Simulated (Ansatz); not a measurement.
`[OH][SbH2]` + `CC(=N)O` → `C/C(O)=[N]\[SbH2]` + H₂O at 400 K and 1 bar (ligand exchange at the Sb–O bond).

Computed with Ansatz on PBE0-D4/def2-TZVP structures; ΔE is electronic, products minus reactants. CBS: MP2 limit from def2 TZ/QZ plus the TZ coupled-cluster correction, frozen cores. This one scheme is used for every species. Elements past krypton have def2 core potentials. For Sb outer-core shells are correlated without core-valence functions, which leaves a few kJ/mol of doubt a bond. One conformer a species, not always the lowest.

| species | CCSD(T)/CBS energy (Eh) | H − E (kJ/mol) | S (J/(mol·K)) |
| --- | --- | --- | --- |
| `[OH][SbH2]` | -316.98030 | 89.2 | 295.3 |
| `CC(=N)O` | -208.98810 | 218.5 | 308.3 |
| `C/C(O)=[N]\[SbH2]` | -449.58570 | 236.7 | 402.4 |
| H₂O | -76.37941 | 69.8 | 198.6 |

H − E and S are ideal-gas, rigid-rotor, harmonic terms from PBE0-D4/def2-TZVP, for one conformer and one mirror image of each species. 1 Eh = 2625.50 kJ/mol, R = 8.31446 J/(mol·K).

Task: By hand: ΔE, ΔH, ΔS and ΔG.

Result: ΔE = (-449.58570) + (-76.37941) − (-316.98030) − (-208.98810) = 0.00329 Eh = 8.6 kJ/mol. Δ(H − E) = 236.7 + 69.8 − 89.2 − 218.5 = -1.2, so ΔH = 7.4 kJ/mol. ΔS = 402.4 + 198.6 − 295.3 − 308.3 = -2.6 J/(mol·K). ΔG = 7.4 − 400 × (-2.6)/1000 = 8.4 kJ/mol.

Task: By hand: the equilibrium constant, and the temperature at which ΔG would vanish if ΔH and ΔS stayed fixed.

Result: log₁₀ K = −ΔG/(RT ln 10) = -1.1. ΔH and −TΔS have one sign here, so there is no such temperature. One of them is within its doubt of zero, so this could turn.

The number of gas molecules stays the same, so ΔS is small and ΔH decides. A doubt of 5 kJ/mol in ΔE shifts log₁₀ K by 0.7 here. Other conformers and mirror images would add mixing entropy, several J/(mol·K) or more a flexible species. Modes under 60 cm⁻¹, often nearly free rotors, make the harmonic entropy too high. These are equilibria of isolated gas molecules and say nothing of rates. Largest T1 diagnostic: 0.015 (customary marks: 0.02 for closed shells, 0.045 for open ones).
